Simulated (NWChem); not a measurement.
Species: C$_{2}$H$_{6}$O$_{2}$Si; SMILES C[SiH2]C(=O)O

```xyz
11

C      0.6268     2.1069     0.2210
Si    -0.6796     0.8053    -0.1383
C      0.1655    -0.9261    -0.0190
O      1.3596    -1.1095    -0.1417
O     -0.7030    -1.9505     0.1872
H      0.2387     3.1171     0.0506
H      0.9681     2.0437     1.2599
H      1.4964     1.9555    -0.4269
H     -1.2044     0.9145    -1.5262
H     -1.8232     0.8612     0.8091
H     -0.1674    -2.7716     0.1944
```
Atoms are numbered in this order, from 1.

Results from NWChem. Coordinates come from a B3LYP/6-31G* (spherical d) optimisation.

Q: Estimate the computed values for TPSSh/def2-TZVP. Quantities: highest occupied level (eV); orbital gap (eV); dipole (D).

A: 
```json
{
  "highest occupied level (eV)": "-6.98",
  "orbital gap (eV)": "5.79",
  "dipole (D)": "1.00"
}
```
